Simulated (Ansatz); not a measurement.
# Four-centre ligand exchange

Start structure (BSiH7O2, singlet), relaxed at PBE0-D4/def2-TZVP:

```
11
angstrom
B -0.6320 1.9560 0.0791
H -0.7537 3.1068 0.3881
O -0.9635 1.5813 -1.1761
O -0.1688 1.0172 0.9574
H 1.8448 -1.0311 -0.2039
Si 0.6663 -1.9274 -0.1374
H -0.8317 0.6375 -1.3235
H 0.0422 1.3766 1.8204
H 1.0386 -3.2675 -0.6613
H -0.4222 -1.3895 -0.9985
H 0.1801 -2.0599 1.2558
```

The step: BH₃O₂ ([OH][BH][OH]) + SiH₄ → BSiH₅O₂ ([OH][B]([OH])[SiH3]) + H₂; bonds formed: B1–Si6, H2–H5; bonds broken: B1–H2, H5–Si6. Computed with Ansatz 0.2.0 (basis: def2-TZVPP and def2-QZVPP); correlated methods freeze the cores. Extrapolation: Hartree–Fock as exp(−7.88 √X), correlation as X^−2.97. Energies below are by CCSD(T) at an estimated basis limit (MP2 extrapolated from triple and quadruple zeta, plus CCSD(T) − MP2 in triple zeta).

Q: What are the electronic barrier and the energy of the step, from the start structure to the end structure? (To be estimated.)

A: By the calculation: Barrier 61.96 kcal/mol; step energy 11.59 kcal/mol (uphill); reverse barrier, their difference, 50.38 kcal/mol. Barrier and step energy count from the start structure, the reverse barrier from the end structure.

The saddle point: One imaginary mode of 1167i cm⁻¹.
| pair | start (Å) | saddle (Å) | end (Å) |
| --- | --- | --- | --- |
| B1–Si6 | 4.10 | 2.21 | 2.04 |
| H2–H5 | 4.92 | 1.03 | 0.75 |
| B1–H2 | 1.20 | 1.39 | 4.05 |
| H5–Si6 | 1.48 | 1.96 | 3.81 |

Zero-point energy (harmonic, PBE0-D4): ZPE is 47.17 kcal/mol at the start and 45.62 kcal/mol at the saddle, so the barrier goes from 61.96 to 60.41 kcal/mol.

T1 diagnostic: at most 0.014.

Labels in which every atom is bracketed show which atoms are joined, not bond orders.

For scale, one of the runs: CCSD(T)/def2-TZVPP, 233 basis functions, launched by `ansatz run in.yaml --threads 4 --pin off --events-out ev --progress --plain --max-ram 9574MiB`. The run took 110 s on 4 CPU threads of an Intel Xeon (shared host), with 4.2 GiB of host memory at its peak.
